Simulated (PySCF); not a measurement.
A structure optimised at ωB97X-D3(BJ)/def2-SVP, used in a PySCF frequency run:

```
O
C 1 1.4123
H 2 1.1010 1 108.35
H 2 1.1045 3 108.38 1 -121.30
H 2 1.1073 3 108.02 4 -117.06
Ge 1 1.7589 2 120.21 3 171.01
F 6 1.7440 1 107.55 2 65.55
H 6 1.5239 7 108.09 1 -115.18
H 6 1.5333 8 117.81 1 -125.06
```
Charge 0, spin multiplicity 1.

Problem. Write its SMILES and formula.

Solution. C[O][GeH2][F], CH₅FGeO

Problem. What are its rotational constants (standard atomic weights)?

Solution. 8.8331, 3.3801, 2.7031 GHz
